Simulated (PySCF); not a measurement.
GaO, SMILES [O]=[Ga], multiplicity 2. Coordinates come from a PBE0-D3(BJ)/def2-TZVPD optimisation.

All values below come from PBE0-D3(BJ)/def2-TZVPD in PySCF.

Harmonic wavenumbers (cm⁻¹): 740. Rotational constants (GHz): 13.35 (linear); symmetry number 1.

Question: Work out the zero-point energy and the ideal-gas rigid-rotor harmonic-oscillator thermochemistry at 298.15 K and 1 atm.

Answer: ZPE = ½ Σ hcν = ½ × 740 cm⁻¹ = 4.43 kJ/mol. H − E(el) = 13.36 kJ/mol. Entropy in J/(mol K): translation 164.26, rotation 59.39, vibration 1.10, spin 5.76, total 230.51. G − E(el) = -55.37 kJ/mol. Cp = 32.26 J/(mol K).
